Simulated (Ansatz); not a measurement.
CH$_{4}$ClF$_{2}$NTi (`C[NH][Ti]([F])([F])[Cl]`). Charge 0, multiplicity 1. All single points use the PBE0-D4/def2-TZVP geometry. It is one conformer, not always the lowest.

```xyz
10

C     0.281   -1.298   -0.632
N     0.175   -0.399    0.497
Ti   -0.448    1.330    0.470
F    -0.750    1.780    2.135
F    -1.850    1.355   -0.587
Cl    1.123    2.609   -0.416
H    -0.186   -0.849   -1.511
H    -0.229   -2.246   -0.433
H     1.327   -1.506   -0.879
H     0.556   -0.777    1.356
```

Problem. What is the dipole moment at ωB97M-V/def2-TZVPP? (Best estimate.)

Solution. Ansatz gave: 3.52 D, with components (0.75, -3.43, 0.21) D in this frame, pointing from negative to positive charge.

Problem. And with PBE, r2SCAN, B3LYP? (Best estimate.)

Solution. Ansatz gave: PBE 3.51 D, r2SCAN 3.58 D, B3LYP 3.58 D.

Problem. Give the Mulliken charges with ωB97M-V, r2SCAN, B3LYP in def2-TZVPP. (An estimate is asked.)

Solution. The calculation gave: 
```
atom  ωB97M-V  r2SCAN  B3LYP
  C1    -0.22   -0.03  -0.16
  N2    -0.33   -0.38  -0.36
 Ti3     1.00    1.06   1.08
  F4    -0.35   -0.36  -0.37
  F5    -0.36   -0.36  -0.38
 Cl6    -0.23   -0.27  -0.27
  H7     0.11    0.06   0.10
  H8     0.13    0.07   0.11
  H9     0.13    0.07   0.11
 H10     0.11    0.15   0.14
```

B3LYP here is the variant with VWN-RPA as its local correlation; programs differ in this.
